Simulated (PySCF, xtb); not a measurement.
W(O)(NH)(Cl)(SH) (ClH2NOSW), SMILES [SH][W](=[NH])([Cl])=[O], multiplicity 1. One conformer was computed; it need not be the lowest.

Harmonic wavenumbers (cm⁻¹) from GFN2-xTB (xtb 6.7.1) at its own minimum, in rising order: 103, 135, 162, 169, 210, 244, 302, 340, 526, 588, 667, 852, 913, 2364, 3339.

Q: What does B3LYP-D3(BJ)/def2-SVP (PySCF 2.14.0) give at its own minimum? (An estimate is asked for; the answer gives what the named calculation found.)

A: 110, 154, 182, 209, 280, 299, 387, 397, 536, 638, 681, 981, 1026, 2670, 3595. Paired by order, the mean absolute difference is 82 cm⁻¹ and the zero-point energies are 15.6 and 17.4 kcal/mol.
